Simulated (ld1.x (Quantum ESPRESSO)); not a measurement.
**Reading a pseudo-wave (Cl (Z = 17))**

Columns: radius, all-electron u(r) and pseudo u(r) of the 3s shell (level -20.45 eV) of chlorine in the configuration [Ne] 3s2 3p5; PBEsol, non-relativistic, PAW scheme, ld1.x (Quantum ESPRESSO) 7.5.

```
r (bohr)  all-electron  pseudo
   0.080        0.1695  0.0659
   0.160       -0.1613  0.1323
   0.240       -0.3868  0.1996
   0.320       -0.4329  0.2681
   0.400       -0.3464  0.3376
   0.480       -0.1855  0.4079
   0.560        0.0051  0.4782
   0.640        0.1962  0.5475
   0.720        0.3707  0.6144
   0.800        0.5204  0.6775
   0.880        0.6424  0.7350
   0.960        0.7369  0.7852
   1.040        0.8053  0.8264
   1.120        0.8505  0.8574
   1.200        0.8756  0.8768
   1.280        0.8840  0.8840
   1.360        0.8788  0.8788
   1.440        0.8628  0.8628
   1.520        0.8386  0.8386
   1.600        0.8082  0.8082
   1.680        0.7735  0.7735
   1.760        0.7359  0.7359
   1.840        0.6966  0.6966
   1.920        0.6566  0.6566
   2.000        0.6165  0.6165
   2.080        0.5770  0.5770
```

How many radial nodes do the two functions have?

The all-electron 3s function has n − l − 1 = 2; the pseudo-wave has 0, since the states of the same l below it are removed with the core.

At about which radius was the pseudo-wave matched?

1.30 bohr, where the columns begin to agree (steps of 0.08 bohr).

Is the pseudo-wave norm-conserving?

No, it belongs to a PAW set: the norm inside the radius is not constrained, and the difference is carried by the augmentation charge.
